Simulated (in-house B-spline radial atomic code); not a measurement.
Computed with a B-spline radial atomic code. Model: two electrons, singlet ground state, non-relativistic, full CI in B-splines with partial waves to l = 8 (at full coupling up to 3e-4 hartree above the limit, correlation up to 0.6 % small), density held at that of full coupling by Lieb maximisation.

Along the adiabatic connection the electron repulsion is scaled by a coupling λ while a local potential keeps the density fixed. At λ = 0 the system is the Kohn-Sham one and W equals the exchange energy; the exchange-correlation energy is the area under W between 0 and 1. The kinetic energy rises with λ as the electrons avoid each other, with dT/dλ = −λ dW/dλ.

Command:
```bash
python run_ac.py task.json out
```
Settings (lengths in bohr, energies in hartree):
```
potential              coulomb
strength               2.35
lmax                   8
```

Cost of the run: 8.8 s on 1 thread of Intel(R) Xeon(R) Processor @ 2.30GHz, on a shared host.

**W = mean repulsion less Hartree energy, and W of three functionals.**

Given: confinement point charge; nuclear charge 2.35; external potential -Z/r.

Computed: LDA exchange minus exact 172.69 millihartree; SCAN exchange minus exact -4.9012 millihartree.

```
coupling  W xc (hartree)  W xc minus exchange (millihartree)  kinetic minus Kohn-Sham (millihartree)  LDA (PW92) W minus its exchange (millihartree)  PBE W minus its exchange (millihartree)  SCAN W minus its exchange (millihartree)
       0          -1.244                                   0                                       0                                               0                                        0                                         0
    0.02         -1.2459                              -1.905                                    0.02                                          -12.32                                    -1.79                                     -1.82
    0.05               ?                                   ?                                       ?                                               ?                                        ?                                         ?
    0.12         -1.2552                             -11.223                                    0.67                                          -48.83                                   -10.89                                    -10.56
    0.25         -1.2669                             -22.841                                    2.81                                          -81.96                                    -22.6                                    -21.24
     0.4         -1.2796                             -35.596                                    6.95                                         -112.12                                   -35.69                                    -32.82
     0.6         -1.2956                             -51.601                                   14.93                                         -145.01                                   -52.32                                    -47.21
     0.8         -1.3106                              -66.56                                   25.39                                         -172.62                                   -67.98                                    -60.58
       1         -1.3246                             -80.568                                   37.98                                         -196.61                                   -82.72                                    -73.08
     1.4         -1.3501                             -106.06                                   68.46                                         -237.03                                  -109.69                                    -95.83
       2          -1.383                             -138.98                                  124.14                                         -285.24                                  -144.84                                   -125.42
       3          -1.427                             -183.02                                  233.27                                         -345.75                                  -192.67                                   -165.76
     4.5               ?                                   ?                                       ?                                               ?                                        ?                                         ?
       7         -1.5296                              -285.6                                  718.38                                         -482.91                                  -311.54                                    -265.4
      10         -1.5706                             -326.61                                  1062.5                                         -540.53                                  -364.27                                   -307.86
```

Task: What belongs in the row 0.05?

Result: W xc (hartree): -1.2487; W xc minus exchange (millihartree): -4.736; kinetic minus Kohn-Sham (millihartree): 0.12; LDA (PW92) W minus its exchange (millihartree): -25.35; PBE W minus its exchange (millihartree): -4.51; SCAN W minus its exchange (millihartree): -4.5.

Task: What belongs in the row 4.5?

Result: W xc (hartree): -1.4757; W xc minus exchange (millihartree): -231.69; kinetic minus Kohn-Sham (millihartree): 413.68; LDA (PW92) W minus its exchange (millihartree): -410.5; PBE W minus its exchange (millihartree): -247.33; SCAN W minus its exchange (millihartree): -211.87.

Task: What is the PBE exchange minus exact?

Result: 16.502 millihartree.

**Energy parts, natural occupations and partial-wave weights.**

Computed: total energy -4.2079 hartree; exchange energy -1.244 hartree; correlation energy -0.042588 hartree; initial slope twice GL2 -0.095605 hartree; kinetic part over minus potential part 0.4714; Hartree energy 2.488 hartree; Lieb Oxford ratio E_xc over LDA exchange 1.2009.

```csv
natural,occupation of the shell (electrons)
s,1.9888
p,0.0055636
s,0.0049609
d,0.00024861
p,?
s,8.9217e-05
```

Task: What belongs in the row p?

Result: occupation of the shell (electrons): 0.00018617.

```json
{"wave": "s", "weight": "0.99695"}
{"wave": "p", "weight": "0.0028839"}
{"wave": "d", "weight": "0.00013916"}
{"wave": "f", "weight": "?"}
{"wave": "g", "weight": "4.4565e-06"}
```

Task: What belongs in the row f?

Result: weight: 1.9311e-05.

Task: What is the kinetic part of the DFT correlation energy?

Result: 0.03798 hartree.

Task: What is the Kohn-Sham kinetic?

Result: 4.1696 hartree.

Half-way to full coupling W has made 54 % of its drop, against 50 % for a straight line, and second-order (GL2) theory, half the initial slope, overshoots the correlation energy by about 12 %: a moderate bend, as in light atoms. Over couplings 0 to 1 the errors in E_xc come to about +94 millihartree for LDA, +16 millihartree for PBE, -1.3 millihartree for SCAN, so SCAN is nearest. In LDA and PBE and SCAN the errors of exchange and correlation have opposite signs, so the sum is smaller than the larger of the two.
